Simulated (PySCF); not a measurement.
Computed IR spectrum (relative IR intensity) of a molecule C4H6ClF. Coordinates come from a PBE-D3(BJ)/def2-SVP optimisation. Other conformers were not sampled. Method: PBE-D3(BJ)/def2-SVP (PySCF 2.14.0). Frequencies are harmonic and unscaled.

```
ν (cm⁻¹)  relative intensity
--------  ------------------
309                      2.1
357                      2.3
516                       10
631                      2.9
743                       38
766                       13
823                       33
865                      100
976                       38
1049                      31
1146                      53
1223                      15
1282                      18
1320                      66
1343                     5.9
1391                      12
1416                      15
1433                      16
1692                      66
2963                      27
2981                      40
3037                      12
3074                      31
3080                      22
3162                      19
```

Q: Identify the compound among the candidates.
A. CC/C=C(\F)Cl
B. C[C@@H](F)/C=C\Cl
C. CC/C(F)=C/Cl
D. CC(C)=C(F)Cl

A: C, CC/C(F)=C/Cl
